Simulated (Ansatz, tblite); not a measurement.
Cost and result up the ladder for MoO₂⁺ (3 atoms). The state is a doublet with charge 1. Geometry: PBE0-D4/def2-TZVP.

```xyz
3

Mo   -0.4466   -0.3943    0.2901
O     1.1845   -0.4265    0.4870
O    -0.7379    0.8208   -0.7771
```

Ansatz on 4 threads of Arm Neoverse V1 on a shared host; xTB runs through tblite on one thread. Times are rough, summed over both states, and most runs start from the orbitals of an earlier one. B2PLYP/def2-TZVP serves as the yardstick here, not as an exact answer. The other state is a quartet at its own geometry.

In the def2 sets Mo takes a core potential; there is no spin–orbit coupling. The xTB rows come from tblite. LC-ωPBE has ω = 0.4 bohr⁻¹. Correlated methods freeze 2 core orbitals; core or outer-core shells of Mo are correlated, in sets that lack core-valence functions. The structure comes from a short search, and lower isomers may exist.

Run but left out: HF/def2-TZVP, HF/def2-TZVPP, MP2/def2-TZVP, MP2/def2-TZVPP, CCSD/def2-TZVPP, CCSD(T)/def2-TZVPP (doublet: ⟨S²⟩ 1.84 to 1.85, where a pure state has 0.75).

Correlated methods converge slowly with the basis.

xTB has no spin-polarisation term.

| level | functions | wall time | quartet − doublet (eV) | difference from B2PLYP/def2-TZVP (eV) |
| --- | --- | --- | --- | --- |
| GFN1-xTB | 17 | 0.004 s | 3.75 | 0.94 |
| GFN2-xTB | 17 | 0.005 s | 2.15 | -0.66 |
| LDA (SPW92)/def2-TZVP | 102 | 1.1 s | 2.82 | 0.01 |
| PBE-D4/def2-TZVP | 102 | 2.2 s | 2.50 | -0.31 |
| revPBE-D4/def2-TZVP (with forces) | 102 | 2.2 s | 2.45 | -0.35 |
| RPA@PBE/def2-TZVP | 102 | 3.1 s | 2.43 | -0.38 |
| r2SCAN-D4/def2-TZVP | 102 | 5 s | 2.38 | -0.42 |
| B2PLYP/def2-TZVP | 102 | 5.1 s | 2.81 | 0.00 |
| LC-ωPBE/def2-TZVP | 102 | 5.6 s | 2.27 | -0.54 |
| PBE0-D4/def2-TZVP | 102 | 7 s | 2.24 | -0.57 |
